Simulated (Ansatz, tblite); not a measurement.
Spin states of Nb₃Si₃, each relaxed with PBE-D4/def2-SVP in Ansatz. Electronic energies in the gas phase.

In the def2 sets Nb takes a core potential; there is no spin–orbit coupling. The xTB rows come from tblite. B3LYP takes the VWN-RPA correlation. Another isomer (doublet) lies 0.09 eV lower at PBE0-D4/def2-TZVP.

Doublet geometry (Cs within 0.1 Å):

```xyz
6

Nb    1.449   -0.146    0.032
Nb   -0.363   -0.871    1.601
Nb   -0.110    1.509    1.080
Si    0.312    1.687   -1.392
Si   -1.199   -0.042   -0.769
Si   -0.089   -2.137   -0.553
```

Quartet geometry (Cs within 0.1 Å):

Cartesian coordinates in Å:
```
Nb 0.818 1.212 -0.086
Nb -0.812 -0.107 -1.688
Nb 1.062 -1.311 -0.824
Si 1.454 -0.593 1.586
Si -0.819 -0.639 0.885
Si -1.704 1.438 0.128
```

⟨S²⟩: doublet 0.83 at PBE0-D4/def2-TZVP (pure 0.75), quartet 3.81 at PBE0-D4/def2-TZVP (pure 3.75).

Run but left out: HF/def2-SVP, HF/def2-TZVP, MP2/def2-SVP, MP2/def2-TZVP, CCSD/def2-SVP, CCSD(T)/def2-SVP (doublet: ⟨S²⟩ 4.02 to 4.10, where a pure state has 0.75).

Only these spin states were relaxed. Higher spins weren't run and may lie lower.

| level | quartet − doublet (kJ/mol) | lowest of these | remarks |
| --- | --- | --- | --- |
| GFN1-xTB | 57.5 | doublet | – |
| GFN2-xTB | 33.1 | doublet | – |
| PBE-D4/def2-TZVP | 71.4 | doublet | – |
| r2SCAN-D4/def2-TZVP | 58.0 | doublet | spin-contaminated (⟨S²⟩ 0.83) (doublet) |
| B3LYP-D4/def2-TZVP | 67.6 | doublet | – |
| PBE0-D4/def2-TZVP | 59.0 | doublet | spin-contaminated (⟨S²⟩ 0.83) (doublet) |

Change of the quartet − doublet gap on mixing in exact exchange, in kJ/mol: PBE to PBE0 (25 % exact exchange) -12.4.

The xTB methods have no spin-polarisation term.
